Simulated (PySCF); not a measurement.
How the method changes the constants of ZrBr⁺

State: ³Δ (triplet), unpaired electrons σ ↑, δ ↑. Set-up: basis Zr def2-TZVPPD with ECP28, Br def2-TZVPPD; scalar-relativistic core potentials; PySCF 2.14. De refers to Zr⁺ (4d2 5s1) + Br in their high-spin ground configurations, without counterpoise correction. The functionals are run spin-unrestricted. A positive dipole points towards Br; it is taken about the centre of mass and depends on that origin.

```csv
Level,Re (Å),ωe (cm⁻¹),De (eV),μ (D),"CPU s a point (SCF and correlation, without the integrals)"
UHF,2.449,305,n/a,-9.41,3
UHF-MP2,2.364,351,n/a,n/a,5.8
UHF-SCS-MP2,2.382,340,n/a,n/a,n/a
PBE,2.383,328,n/a,-6.24,2.5
BLYP,2.408,318,n/a,-6.32,1.6
r²SCAN,2.384,333,n/a,-6.83,3.6
M06-L,2.393,326,n/a,-7.31,4.1
r²SCANh,2.382,334,n/a,-7.05,5.2
PBE0,2.377,334,n/a,-7.03,5.4
r²SCAN0,2.380,335,n/a,-7.38,5.5
ωB97M-V,2.387,331,n/a,-7.67,14
B2PLYP,2.388,333,n/a,-7.85,5.9
```

Problem. What does a quarter of exact exchange do here, going from PBE to PBE0?

Solution. PBE0 less PBE: -0.6 pm in Re, +1.8 % in ωe. Exact exchange removes part of the self-interaction that spreads semilocal densities, and in most molecules shortens and stiffens the bond and lowers De; so it does here.

Problem. What does the step from GGA to meta-GGA do here, going from PBE to r²SCAN?

Solution. r²SCAN less PBE: +0.1 pm in Re, +1.5 % in ωe. 

Correlated steps freeze 9 core orbitals. De is left out where the level can put another filling of the metal’s s and d shells below the measured ground configuration, by anything from nothing to about 1 eV. These are scalar-relativistic numbers at best; spin–orbit coupling would shift them, the dissociation energy most. B2PLYP dipoles, levels and charges come from its SCF part alone. The state is the lowest single determinant that the PBE0 search found; with open d or f shells the true ground state can be another one.

The whole job (state search and all levels along the bond) took about 9.2 min on 2 threads of Arm Neoverse V2 (shared host), peak memory 5.1 GiB.
